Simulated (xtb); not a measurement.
Si(OH)(OMe) (CH₄O₂Si), SMILES O[Si]OC (connectivity only; charge and spin as stated), neutral, multiplicity 1. All values are semi-empirical tight-binding results from xtb (GFN2-xTB unless named), good for trends rather than for accurate numbers. The structure is a stationary point at GFN2-xTB. Other conformers were not sampled.

The geometry has at least one imaginary mode, so it is a saddle point at that level.

```yaml
orbital_gap: 3.78 eV
dipole_moment: 2.01 D
static polarisability (D4 model): 56.8 bohr³
solvation energy, GFN2-xTB/ALPB(water): -2.0 kcal/mol
solvation energy, GFN2-xTB/ALPB(toluene): -2.2 kcal/mol
```
